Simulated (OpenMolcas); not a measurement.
**How methods differ on MoCl4O (SMILES O=[Mo](Cl)(Cl)(Cl)Cl)**

The species is MoCl4O (6 atoms), meant as a singlet with charge 0. As SMILES, `O=[Mo](Cl)(Cl)(Cl)Cl`. Geometry: relaxed at PBE0-D4/def2-TZVP.

Quantity: the vertical ionisation energy (to the doublet cation), in eV. The values are calculated.

```
                           level          kind     program  value (eV)  CPU time (all runs)
    HF/def2-SVP (core potential)  Hartree–Fock  OpenMolcas        9.61              4.5 min
 SVWN5/def2-SVP (core potential)           LDA  OpenMolcas       10.53              3.3 min
   PBE/def2-SVP (core potential)           GGA  OpenMolcas       10.39              6.3 min
revPBE/def2-SVP (core potential)           GGA  OpenMolcas       10.34              4.4 min
  TPSS/def2-SVP (core potential)      meta-GGA  OpenMolcas       10.53              8.6 min
```

Spin-orbit coupling, which can split open shells on such heavy atoms by tenths of an eV, is left out. The values span 9.61 to 10.53 eV. Spin contamination of the reference (⟨S²⟩ at least 0.1 too high) touches HF/def2-SVP. CPU times are rough (shared hosts, several kinds of processor): they show what a rung costs within a factor of a few.
